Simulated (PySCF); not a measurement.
Species: C4H14Si3.
SMILES: `C=C(C)C([SiH3])([SiH3])[SiH3]`

Torsions of this conformer, `[CH2:1]=[C:2]([CH3:3])[C:4]([SiH3:5])([SiH3:6])[SiH3:7]`: C1–C2–C4–Si5 -151°.

The closed-shell ground state was solved at several levels (PySCF, density fitting, gas phase, non-relativistic). Isolated species at its PBE0-D3(BJ)/def2-SVP geometry, gas phase.

| level | basis functions | total energy (Eh) | HOMO (eV) | LUMO (eV) | gap (eV) | dipole (D) |
| --- | --- | --- | --- | --- | --- | --- |
| wB97X-D/pcSseg-1 | 210 | -1029.1798 | -8.90 | 1.63 | 10.53 | 0.84 |
| CAM-B3LYP/def2-SVPD | 264 | -1028.8239 | -8.35 | 0.84 | 9.19 | 0.81 |

Problem. What might PBE0/pcSseg-1 (210 basis functions) give for the same quantities?

Solution. Total energy -1028.6704 Eh, HOMO -7.10 eV, LUMO -0.15 eV, gap 6.95 eV, dipole 0.87 D.

Problem. Over all these levels, which gives the widest orbital gap and which the narrowest?

Solution. wB97X-D/pcSseg-1 (range-separated hybrid) has the widest, 10.53 eV, and PBE0/pcSseg-1 (global hybrid, 25 % exact exchange) the narrowest, 6.95 eV. The two share the basis. From the narrowest to the widest the HOMO moves by -1.80 eV and the LUMO by +1.78 eV.

Problem. How far do the dipole and the HOMO energy spread over the levels?

Solution. The dipole runs from 0.81 to 0.87 D (mean 0.84 D) and the HOMO from -8.90 to -7.10 eV.

The pairwise dispersion term of wB97X-D wasn't added to the energies; at a given geometry it leaves orbitals and properties as they are.
